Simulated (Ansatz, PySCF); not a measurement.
Gas-phase reaction (SMILES): C[Si](C)(C)F + 3 [SiH4] (SiH4) -> 3 C[SiH3] + F[SiH3]; bond separation energy.

Geometries: B3LYP-D3(BJ)/def2-TZVP minima from Ansatz (an electronic-structure program). Valence correlation only, unless marked. No spin-orbit coupling. No relativistic terms. CBS(X,Y): correlation extrapolated as X^-3; Hartree-Fock from the larger set. [CCSD(T)-MP2]/basis is that difference in the basis named. Thermal terms are rigid-rotor harmonic-oscillator values from B3LYP-D3(BJ) frequencies (Ansatz or PySCF) at 298.15 K and 1 atm. 1 Eh = 627.5095 kcal/mol.

```json
[
 {"species": "C[Si](C)(C)F", "E, RI-MP2/CBS(cc-pV(T+d)Z,cc-pV(Q+d)Z)+[CCSD(T)-MP2]/cc-pV(T+d)Z (Ansatz) (Eh)": "-508.55714", "E, PBE/def2-TZVPD (Ansatz) (Eh)": "-508.85599", "H - E (Eh)": "0.12234", "G - E (Eh)": "0.08240"},
 {"species": "C[SiH3]", "E, RI-MP2/CBS(cc-pV(T+d)Z,cc-pV(Q+d)Z)+[CCSD(T)-MP2]/cc-pV(T+d)Z (Ansatz) (Eh)": "-330.73641", "E, PBE/def2-TZVPD (Ansatz) (Eh)": "-331.00719", "H - E (Eh)": "0.06602", "G - E (Eh)": "0.03705"},
 {"species": "F[SiH3]", "E, RI-MP2/CBS(cc-pV(T+d)Z,cc-pV(Q+d)Z)+[CCSD(T)-MP2]/cc-pV(T+d)Z (Ansatz) (Eh)": "-390.71877", "E, PBE/def2-TZVPD (Ansatz) (Eh)": "-390.98663", "H - E (Eh)": "0.03157", "G - E (Eh)": "0.00450"},
 {"species": "[SiH4] (SiH4)", "E, RI-MP2/CBS(cc-pV(T+d)Z,cc-pV(Q+d)Z)+[CCSD(T)-MP2]/cc-pV(T+d)Z (Ansatz) (Eh)": "-291.46100", "E, PBE/def2-TZVPD (Ansatz) (Eh)": "-291.72111", "H - E (Eh)": "0.03520", "G - E (Eh)": "0.01198"}
]
```

Q: Work out ΔE and ΔH, ΔG, ΔS and the equilibrium constant at 298.15 K at the first level, then ΔH at the second.

A: 
1. ΔE = [3×(-330.73641) + (-390.71877)] - [(-508.55714) + 3×(-291.46100)] = 0.01214 Eh = 7.6 kcal/mol at RI-MP2/CBS(cc-pV(T+d)Z,cc-pV(Q+d)Z)+[CCSD(T)-MP2]/cc-pV(T+d)Z.
2. The terms H - E add up to 0.00169 Eh, so ΔH = (0.01214 + (0.00169))×627.5095 = 8.7 kcal/mol.
3. The terms G - E add up to -0.00269 Eh, so ΔG = 5.9 kcal/mol, and ΔS = (0.00169 - (-0.00269))×627509.5/298.15 = 9.2 cal/(mol K).
4. log10 K = -ΔG/(RT ln 10) = -4.3, with RT ln 10 = 1.3642 kcal/mol.
5. At PBE/def2-TZVPD the same steps give ΔE = 7.0 and ΔH = 8.0 kcal/mol, a shift of -0.7 from the first level.
6. These values are not checked against measurement here, since the tables used lack a sound gas-phase enthalpy of formation for at least one species.
